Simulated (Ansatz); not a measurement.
Redistribution: C5H6F2 + C3H6O → C5H7F + C3H5FO

Gas-phase species: C5H6F2 `FC1C=CCC1F`, singlet; C3H6O (propylene oxide) `CC1CO1`, singlet; C5H7F `FC1C=CCC1`, singlet; C3H5FO `CC1(F)CO1`, singlet. The partners trade F for H; both sit on C, so the bond types are kept.

Shapes, held fixed at every level: PBE0-D4/def2-TZVP. Flexible molecules stand in one conformer, not always the lowest. Programs: Ansatz 0.2.0. The zero-point and thermal change to 298 K, harmonic and unscaled (PBE0-D4/def2-TZVP), is -0.9 kJ/mol.

```tsv
level	kind	ΔH(298 K) (kJ/mol)	less CCSD(T)/CBS estimate
SPW92/def2-TZVPP	LDA	-38.9	-6.6
PBE-D4/def2-TZVPP	GGA	-35.0	-2.7
r2SCAN-D4/def2-TZVPP	meta-GGA	-37.1	-4.8
B3LYP-D4/def2-TZVPP	global hybrid	-31.8	+0.5
B2PLYP/def2-TZVPP	double hybrid	-32.7	-0.4
MP2/def2-TZVPP	perturbation theory	-35.2	-2.9
CCSD/def2-SVP	coupled cluster or CI	-37.7	-5.4
CCSD(T)/CBS estimate	coupled cluster or CI	-32.3	0.0
```

The highest level, CCSD(T)/CBS estimate, gives ΔH(298 K) = -32.3 kJ/mol; the levels span -38.9 to -31.8. The column of differences is taken from that level and isn't an error. No measured value is set beside it here. The CBS estimate extrapolates MP2 from def2-TZVPP and def2-QZVPP and adds CCSD(T) − MP2 in the triple-zeta set, cores frozen.
